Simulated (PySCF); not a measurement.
A series of substituents X on one scaffold: benzene 1,4. Isolated molecules, 0 K electronic values unless said otherwise. One relaxed conformer stands for each flexible species; it need not be the lowest. Strings in code marks are SMILES.

The four lowest singlet excitations (Tamm–Dancoff). Method: PBE-D3(BJ)/def2-SVP // B3LYP-D3(BJ)/def2-SVP run with PySCF 2.14.0. Excitations are Tamm–Dancoff values on a coarser integration grid. The basis has no diffuse functions, so Rydberg states are missing or too high.

```json
[
 {"state": "S1", "energy (eV)": "3.66", "wavelength (nm)": "339", "oscillator strength": "0.033"},
 {"state": "S2", "energy (eV)": "4.06", "wavelength (nm)": "305", "oscillator strength": "0.000"},
 {"state": "S3", "energy (eV)": "4.16", "wavelength (nm)": "298", "oscillator strength": "0.000"},
 {"state": "S4", "energy (eV)": "4.16", "wavelength (nm)": "298", "oscillator strength": "0.000"}
]
```

Task: Say which member gives these states.
A) `Bc1ccc(B)cc1`
B) `FC(F)(F)c1ccc(C(F)(F)F)cc1`
C) `C#Cc1ccc(C#C)cc1`
D) `O=Cc1ccc(C=O)cc1` (O–C–C–C torsion 0°, C–C–C–O torsion 180°)

Result: A, `Bc1ccc(B)cc1`
